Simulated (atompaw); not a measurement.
**PBE PAW (atompaw) dataset for molybdenum (Mo), scalar-relativistic all-electron reference.**

Mo (Z = 42), PAW, made with atompaw 4.2.0.5 (PBE, scalar-relativistic). Core [Ar] 3d10 4s2, reference 4p6 4d4.5 5s0 5p0 (charge +1.5). Waves: 5s (bound, empty): rc 2.85 bohr; 5s channel at -0.4 Ry: rc 2.85 bohr; 4p (bound): rc 2.05 bohr; 5p (bound, empty): rc 2.85 bohr; 4d (bound): rc 2.85 bohr; 4d channel at 0.75 Ry: rc 2.85 bohr. Local part: troulliermartins scheme with l = 3 at -0.5 Ry, radius 2.40 bohr. Core correction: smooth core density matched at 2.22 bohr. Augmentation charge: besselshape compensation charge, radius 2.65 bohr; PAW radius 2.85 bohr; waves and projectors: custom rrkj gramschmidtortho.

What the tests gave:

```
Cutoffs needed                                           : 21 Ry and 35 Ry (the cutoffs (Ry, on a coarse ladder) from which the occupation-weighted sum of valence levels, in a spherical-Bessel basis at the reference potential, stays within 10 and 1 mRy of its value at 400 Ry)
Ghost test                                               : ghost state, extra bound levels that the all-electron valence spectrum of the same l lacks: s at -64.9 eV; a true bound ghost makes a file unfit for plane-wave use (spherical-Bessel basis up to 400 Ry, 20 bohr box)
Lowest eigenvalue of the overlap operator                : 0.30 (s channel)
Overlap eigenvalues printed by atompaw (projector basis) : 0.0671, 0.574, 1.28, 1.48, 731, 4.5e+03
Share of each valence orbital outside the PAW sphere     : 5s 55 %, 4p 0 %, 5p 77 %, 4d 10 %
```

Generation and tests took about 2.1 s on one core of a shared server CPU.
